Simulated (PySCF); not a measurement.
Dipole response of Fe (iron, neutral)

[Ar] 3d6 4s2, high-spin 5D determinant. Computed with PySCF 2.14 in aug-cc-pVDZ-DK, with the spin-free X2C one-electron Hamiltonian (Gaussian nucleus). Coupled (time-dependent) response in atomic units; α is the mean over directions. A double-zeta set is small for polarisabilities.

```
method  mean α (bohr³)         α xx, yy, zz  C₆ (like pair)  S(−4)
   UHF           81.72  80.59, 80.59, 83.97           773.5   5965
   PBE           61.14  60.49, 60.49, 62.44           541.5   2086
  PBE0           64.54  63.69, 63.69, 66.24           581.6   2355
   M06           47.82  46.57, 46.57, 50.31           365.0   1350
```

S(−4) is the Cauchy moment in α(ω) = α(0) + S(−4) ω² + …

Reference α: 62 ± 4 bohr³ (recommended; Schwerdtfeger and Nagle, table of static dipole polarizabilities (2023 update)). Published C₆: 482.0 (Chu and Dalgarno (2004); Tang, Norbeck and Certain (1976)).

Hartree-Fock lies above the reference because it lacks correlation, which contracts the outer shell.

α(iu) at PBE:

```csv
u (hartree),α(iu) (bohr³)
0,61.14
0.0500,56.45
0.100,46.46
0.200,28.61
0.300,18.41
0.500,9.601
0.750,5.626
1.00,3.857
1.50,2.254
2.00,1.525
3.00,0.8613
5.00,0.3957
```

A single London oscillator, α(iu) = α/(1 + u²/ω²), gives C₆ = (3/4) ω α². Matching the computed C₆ needs ω = 4 × 541.5 / (3 × 61.14²) = 0.193 hartree.

The components differ because the open shell of this determinant is not spherical; for a pure term their mean is the scalar polarisability.
